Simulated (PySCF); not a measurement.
Radial density of Cl (chlorine, neutral)

B3LYP, [Ne] 3s1 3p6, 2S determinant (an excited configuration). Calculation: PySCF 2.14, in x2c-TZVPPall (5s5p3d1f, 42 functions); the spin-free X2C one-electron Hamiltonian (Gaussian nucleus).

| r (bohr) | 4πr²ρ (e/bohr) | 4πr²(ρα − ρβ) |
| --- | --- | --- |
| 0.00155 | 0.1095 | 0.0004 |
| 0.00261 | 0.2929 | 0.0011 |
| 0.00439 | 0.7484 | 0.0028 |
| 0.00739 | 1.857 | 0.0069 |
| 0.0124 | 4.314 | 0.0160 |
| 0.0209 | 8.982 | 0.0324 |
| 0.0352 | 15.46 | 0.0523 |
| 0.0592 | 19.60 | 0.0527 |
| 0.0995 | 16.39 | 0.0171 |
| 0.167 | 13.59 | 0.0595 |
| 0.282 | 19.00 | 0.2160 |
| 0.474 | 13.51 | 0.0368 |
| 0.797 | 3.877 | 0.3215 |
| 1.34 | 4.470 | 0.8880 |
| 2.25 | 2.257 | 0.1987 |
| 3.79 | 0.2491 | -0.0182 |
| 6.38 | 0.001041 | -0.0001 |

Densities and radii are taken from the X2C orbitals without a picture-change correction, which distorts them close to the nucleus.

Where is the radial spin density 4πr²(ρα − ρβ) most negative, and why is it negative at all?

Around r = 3.79 bohr, down to -0.0182 e/bohr: exchange with the open shell polarises the paired shells in an unrestricted calculation.
